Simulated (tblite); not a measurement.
C₅H₈FN₂S (doublet state).
Bonds: C1–C2, C2–C3, C3–N4, N4–C5 (double), C5–C6, C6–F7, C5–S8, S8–N9, C3–N9. Hydrogens: H10, H11, H12 on C1; H13, H14 on C2; H15, H16 on C6; H17 on N9.

Structure optimised with GFN2-xTB, isolated species. This method treats the open shell by occupation alone, without spin polarisation.

(1) What internal coordinates does the optimisation give?

## Answers

(1) 
```json
{"bond": "C1–C2", "length (Å)": "1.533", "order": "single"}
{"bond": "C2–C3", "length (Å)": "1.485", "order": "single"}
{"bond": "C3–N4", "length (Å)": "1.296", "order": "single"}
{"bond": "N4=C5", "length (Å)": "1.314", "order": "double"}
{"bond": "C5–C6", "length (Å)": "1.470", "order": "single"}
{"bond": "C6–F7", "length (Å)": "1.394", "order": "single"}
{"bond": "C5–S8", "length (Å)": "1.789", "order": "single"}
{"bond": "S8–N9", "length (Å)": "1.700", "order": "single"}
{"bond": "C3–N9", "length (Å)": "1.391", "order": "single"}
{"bond": "C1–H10, C1–H11, C1–H12", "length (Å)": "1.087", "order": "single"}
{"bond": "C2–H13, C2–H14", "length (Å)": "1.091", "order": "single"}
{"bond": "C6–H15, C6–H16", "length (Å)": "1.095", "order": "single"}
{"bond": "N9–H17", "length (Å)": "1.006", "order": "single"}
```

Bonds in one row agree within 0.01 Å and their mean is given. Orders are formal, as drawn. A selection of angles:
```json
{"angle": "C2–C1–H10", "degrees": "111.0"}
{"angle": "C2–C1–H11", "degrees": "110.0"}
{"angle": "H10–C1–H11", "degrees": "108.5"}
{"angle": "H10–C1–H12", "degrees": "108.5"}
{"angle": "C1–C2–C3", "degrees": "111.3"}
{"angle": "C1–C2–H13", "degrees": "109.3"}
{"angle": "C3–C2–H13", "degrees": "107.9"}
{"angle": "C3–C2–H14", "degrees": "109.6"}
{"angle": "H13–C2–H14", "degrees": "108.9"}
{"angle": "C2–C3–N4", "degrees": "125.2"}
{"angle": "C2–C3–N9", "degrees": "121.0"}
{"angle": "N4–C3–N9", "degrees": "113.8"}
{"angle": "C3–N4–C5", "degrees": "114.4"}
{"angle": "N4–C5–C6", "degrees": "125.3"}
{"angle": "N4–C5–S8", "degrees": "112.3"}
{"angle": "C6–C5–S8", "degrees": "122.4"}
{"angle": "C5–C6–F7", "degrees": "111.9"}
{"angle": "C5–C6–H15", "degrees": "112.3"}
{"angle": "C5–C6–H16", "degrees": "109.8"}
{"angle": "F7–C6–H15", "degrees": "105.3"}
{"angle": "H15–C6–H16", "degrees": "111.1"}
{"angle": "C5–S8–N9", "degrees": "87.0"}
{"angle": "S8–N9–H17", "degrees": "120.0"}
{"angle": "C3–N9–S8", "degrees": "112.3"}
{"angle": "C3–N9–H17", "degrees": "123.6"}
```

Dihedral angles: C1–C2–C3–N4 -93° (anticlinal); C2–C3–N4–C5 176° (antiperiplanar); C3–N4–C5–C6 -178° (antiperiplanar); N4–C5–C6–F7 101° (anticlinal); N4–C5–S8–N9 2° (synperiplanar); C5–S8–N9–C3 -3° (synperiplanar); C2–C3–N9–S8 -175° (antiperiplanar). The mirror-image conformer, all signs reversed, is as good.

The 3 C–C bonds span 1.470 Å (C5–C6, drawn single in a drawing that doesn't fit all lengths) to 1.533 Å (C1–C2, drawn single in a drawing that doesn't fit all lengths), a spread of 0.063 Å. The 3 C–N bonds span 1.296 Å (C3–N4, drawn single in a drawing that doesn't fit all lengths) to 1.391 Å (C3–N9, drawn single in a drawing that doesn't fit all lengths), a spread of 0.095 Å. The 5-membered ring C3–N4–C5–S8–N9 has internal angles of 87.0° to 114.4°; it is almost planar, 0.02 Å rms from its mean plane, widest ring torsion 4°. C5 (carbon bonded to C, N and S) is planar (angles 125.3°, 122.4° and 112.3°, sum 360.0°, 0.01 Å off the plane of its three neighbours). N9 (nitrogen bonded to C, S and H) has angles 123.6°, 120.0° and 112.3°, sum 355.9°, 0.15 Å off the plane of its three neighbours. C3 (carbon bonded to C and 2 N) is planar (angles 125.2°, 121.0° and 113.8°, sum 360.0°, 0.00 Å off the plane of its three neighbours).

Point group: C1 (no symmetry element, even within 0.4 Å). Its GFN2-xTB frequencies are all real (lowest 35 cm⁻¹). 3 starts were optimised and ended at 0.00, 0.53 and 1.04 kcal/mol (GFN2-xTB); the lowest of these is shown.

All values are computed, not measured.
